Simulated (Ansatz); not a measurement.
Reactions of CH6Cl2SSi2, SMILES `C[SiH2]S[SiH](Cl)Cl`.

Calculated with Ansatz (gas phase, PBE0-D4/def2-TZVP geometries, no zero-point term in ΔE). CCSD(T)/CBS adds triple-zeta CCSD(T) − MP2 to the extrapolated MP2 energy (def2 sets, frozen cores). This one scheme is used for every species. Functionals use def2-TZVPP. For Se outer-core shells are correlated without core-valence functions, which leaves a few kJ/mol of doubt a bond. Scalar relativity is left out up to krypton. One conformer a species, not always the lowest.

```
                                                                       reaction  MP2/CBS(def2) (kJ/mol)  B2PLYP (kJ/mol)
`C[SiH2]S[SiH](Cl)Cl` + `CC1=C[SiH2]1` → `C[SiH2]C1=C[SiH2]1` + `CS[SiH](Cl)Cl`                      79               72
  `C[SiH2]S[SiH](Cl)Cl` + `BN[SiH2]C=C` → `C=C[SiH2]N[SiH](Cl)Cl` + `BS[SiH2]C`                      42               40
      `C[SiH2]S[SiH](Cl)Cl` + `CN[SiH3]` → `C[SiH2]N(C)[SiH3]` + `S[SiH](Cl)Cl`                      18               12
              `C[SiH2]S[SiH](Cl)Cl` + `N=CF` → `C[SiH2]/N=C/F` + `S[SiH](Cl)Cl`                      22                8
             `C[SiH2]S[SiH](Cl)Cl` + `C[SeH]` → `C[SiH2][Se]C` + `S[SiH](Cl)Cl`                       9                5
```

Task: Give the CCSD(T)/CBS values in the same order. (An estimate is asked.)

Result: Ansatz gave: 75, 39, 14, 19, 7 kJ/mol.

Largest T1 diagnostic: 0.013, for `N=CF`.
